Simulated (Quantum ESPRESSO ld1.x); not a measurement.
Tc40+, 3 electrons, occupied as [He] 2s1. Calculated with ld1.x of Quantum ESPRESSO 7.5: scalar-relativistic Kohn-Sham, LDA (Slater exchange, Perdew-Zunger correlation), spin-polarised, spherical densities, point nucleus; open shells are filled with parallel spins first.

Unscreened Slater integrals over Kohn-Sham orbitals (cm^-1). They are taken over the spin-up orbitals.

F0(2s,2s): 1425400
F0(2s,1s): 1998500
G0(2s,1s): 206650
F0(1s,1s): 6058600
